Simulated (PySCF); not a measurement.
Compound: p-tolunitrile, C8H7N.
Structure used (GFN2-xTB), in Å, numbered top down from 1:
```
atom  x, y, z in Å
C1     2.504    0.066   -0.281
C2     1.017    0.033   -0.125
C3     0.283   -1.063   -0.569
C4    -1.088   -1.109   -0.415
C5    -1.752   -0.044    0.193
C6    -3.155   -0.082    0.351
N7    -4.294   -0.114    0.481
C8    -1.026    1.058    0.647
C9     0.344    1.088    0.485
H10    2.816   -0.504   -1.153
H11    2.864    1.087   -0.377
H12    2.978   -0.377    0.596
H13    0.794   -1.890   -1.040
H14   -1.653   -1.962   -0.762
H15   -1.543    1.879    1.120
H16    0.904    1.943    0.837
```

The closed-shell SCF was solved with PySCF and density fitting under several settings on one GFN2-xTB geometry (grid level 2 and gas phase unless stated).

```tsv
settings	basis functions	SCF cycles	E (Eh)	HOMO (eV)	LUMO (eV)	dipole (D)
PBE0/pcSseg-1	188	14	-363.3277	-7.53	-1.44	5.27
CAM-B3LYP/def2-SVPD	236	14	-363.3524	-8.70	-0.40	5.33
HCTH407/STO-3G, IEF-PCM water, energy threshold 1e-08 Eh, start guess huckel	52	13	-359.3948	-4.99	0.02	4.90
```

Problem. Estimate the row for these settings: PW91/pcSseg-1, grid level 4.

Solution. 
```json
{"settings": "PW91/pcSseg-1, grid level 4", "basis functions": "188", "SCF cycles": "16", "E (Eh)": "-363.6247", "HOMO (eV)": "-6.58", "LUMO (eV)": "-2.32", "dipole (D)": "5.15"}
```

Problem. Over all rows, what range does the HOMO–LUMO gap span?

Solution. From 4.26 eV (PW91/pcSseg-1, grid level 4) to 8.30 eV (CAM-B3LYP/def2-SVPD). The functional of the narrowest has no exact exchange, that of the widest range-separated exact exchange.

Problem. And the dipole moment?

Solution. From 4.90 D (HCTH407/STO-3G, IEF-PCM water, energy threshold 1e-08 Eh, start guess huckel) to 5.33 D (CAM-B3LYP/def2-SVPD); the largest is 1.09 times the smallest, and the median is 5.21 D.

Cycle counts include a coarse-grid stage where the run had one. Geometry: GFN2-xTB; no vibrations or thermal averaging.
